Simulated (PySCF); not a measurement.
BCl2, SMILES Cl[B]Cl, multiplicity 2.

The structure is a stationary point at PBE0-D3(BJ)/def2-TZVP. The isomer is the one that the SMILES or the coordinates give; other isomers of the formula were not compared.

The numbers are results of PBE0-D3(BJ)/def2-TZVP in PySCF, not measurements.

Frequencies are harmonic and unscaled.

| mode | ν (cm⁻¹) | IR (km/mol) | moving atoms (share of kinetic energy) |
|---|---|---|---|
| 1 | 283 | 0.7 | Cl 80 %, B 20 % |
| 2 | 706 | 21.5 | B 67 %, Cl 33 % |
| 3 | 1009 | 385.1 | B 84 %, Cl 16 % |
